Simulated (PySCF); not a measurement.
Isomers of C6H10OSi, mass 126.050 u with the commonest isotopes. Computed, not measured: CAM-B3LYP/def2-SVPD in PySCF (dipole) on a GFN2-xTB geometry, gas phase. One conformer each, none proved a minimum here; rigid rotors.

Problem. Order these by out-of-plane moment Σ m c² = (Ia + Ib − Ic)/2, smallest first.
A. `[CH:1](=[C:2]1[CH2:3][CH2:4]1)[SiH:5]1[CH2:6][O:7][CH2:8]1` with C2–C1–Si5–C6 -139°
B. `[CH3:1][CH2:2][CH2:3][Si@@H:4]1[CH:5]=[CH:6][C:7]1=[O:8]` with C1–C2–C3–Si4 -64°, C2–C3–Si4–C5 166°
C. `[CH:1](=[C:2]1\[CH2:3][SiH2:4]1)/[CH:5]1[CH2:6][O:7][CH2:8]1` with C2–C1–C5–C6 132°
D. `[CH:1](=[C:2]1[CH2:3][CH2:4]1)[C@H:5]1[CH2:6][O:7][SiH2:8]1` with C2–C1–C5–C6 142°
E. `[CH2:1]=[CH:2][CH2:3][C:4](=[C:5]=[O:6])[SiH2:7][CH3:8]` with C1–C2–C3–C4 119°, C2–C3–C4–C5 103°, C3–C4–Si7–C8 80°

Solution. B (24.12 u·Å²), D (34.15 u·Å²), C (41.21 u·Å²), A (41.96 u·Å²), E (49.05 u·Å²).

Problem. Order these by rotational constant B, largest first.
A. `[CH3:1][CH2:2][CH2:3][Si@@H:4]1[CH:5]=[CH:6][C:7]1=[O:8]` with C1–C2–C3–Si4 -64°, C2–C3–Si4–C5 166°
B. `[CH2:1]=[CH:2][CH2:3][C:4](=[C:5]=[O:6])[SiH2:7][CH3:8]` with C1–C2–C3–C4 119°, C2–C3–C4–C5 103°, C3–C4–Si7–C8 80°
C. `[CH:1](=[C:2]1[CH2:3][CH2:4]1)[C@H:5]1[CH2:6][O:7][SiH2:8]1` with C2–C1–C5–C6 142°
D. `[CH:1](=[C:2]1[CH2:3][CH2:4]1)[SiH:5]1[CH2:6][O:7][CH2:8]1` with C2–C1–Si5–C6 -139°

Solution. B (1310 MHz), A (1217 MHz), C (806.1 MHz), D (726.8 MHz).

Problem. Order these by rotational constant C, smallest first.
A. `[CH:1](=[C:2]1\[CH2:3][SiH2:4]1)/[CH:5]1[CH2:6][O:7][CH2:8]1` with C2–C1–C5–C6 132°
B. `[CH:1](=[C:2]1[CH2:3][CH2:4]1)[C@H:5]1[CH2:6][O:7][SiH2:8]1` with C2–C1–C5–C6 142°
C. `[CH2:1]=[CH:2][CH2:3][C:4](=[C:5]=[O:6])[SiH2:7][CH3:8]` with C1–C2–C3–C4 119°, C2–C3–C4–C5 103°, C3–C4–Si7–C8 80°
D. `[CH3:1][CH2:2][CH2:3][Si@@H:4]1[CH:5]=[CH:6][C:7]1=[O:8]` with C1–C2–C3–Si4 -64°, C2–C3–Si4–C5 166°
E. `[CH:1](=[C:2]1[CH2:3][CH2:4]1)[SiH:5]1[CH2:6][O:7][CH2:8]1` with C2–C1–Si5–C6 -139°

Solution. A (702.8 MHz), E (722.8 MHz), B (761.3 MHz), C (896.8 MHz), D (915.8 MHz).

```json
{"SMILES": "C(=C1CC1)[C@H]1CO[SiH2]1", "point group": "C1", "Ia (u·Å²)": "105.26", "Ib (u·Å²)": "626.91", "Ic (u·Å²)": "663.87", "κ": "-0.98", "μa (D)": "1.61", "μb (D)": "0.60", "μc (D)": "0.46"}
{"SMILES": "C(=C1CC1)[SiH]1COC1", "point group": "Cs", "Ia (u·Å²)": "87.75", "Ib (u·Å²)": "695.39", "Ic (u·Å²)": "699.21", "κ": "-1.00", "μa (D)": "3.45", "μb (D)": "0.00", "μc (D)": "0.41"}
{"SMILES": "C=CCC(=C=O)[SiH2]C", "point group": "C1", "Ia (u·Å²)": "275.85", "Ib (u·Å²)": "385.80", "Ic (u·Å²)": "563.56", "κ": "-0.12", "μa (D)": "2.11", "μb (D)": "0.46", "μc (D)": "0.25"}
{"SMILES": "C(=C1\\C[SiH2]1)/C1COC1", "point group": "Cs", "Ia (u·Å²)": "100.39", "Ib (u·Å²)": "701.10", "Ic (u·Å²)": "719.06", "κ": "-0.99", "μa (D)": "2.31", "μb (D)": "0.43", "μc (D)": "0.02"}
{"SMILES": "CCC[Si@@H]1C=CC1=O", "point group": "C1", "Ia (u·Å²)": "184.93", "Ib (u·Å²)": "415.15", "Ic (u·Å²)": "551.84", "κ": "-0.67", "μa (D)": "0.75", "μb (D)": "3.52", "μc (D)": "0.53"}
```
